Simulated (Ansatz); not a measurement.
Harmonic frequencies (cm⁻¹) at PBE0-D4/def2-TZVP from Ansatz: 69, 101, 101, 127, 127, 129, 369, 386, 386, 551, 791, 791, 1226, 1443, 1443, 3079, 3190, 3190.

Q: Which molecule is it?
A. `[CH3][Sn]([Cl])([Cl])[Cl]`
B. `[F][SnH]([Cl])[GeH3]`
C. `[CH3][SnH]([F])[Br]`
D. `[OH][Sn]([OH])([OH])[Cl]`

A: A.
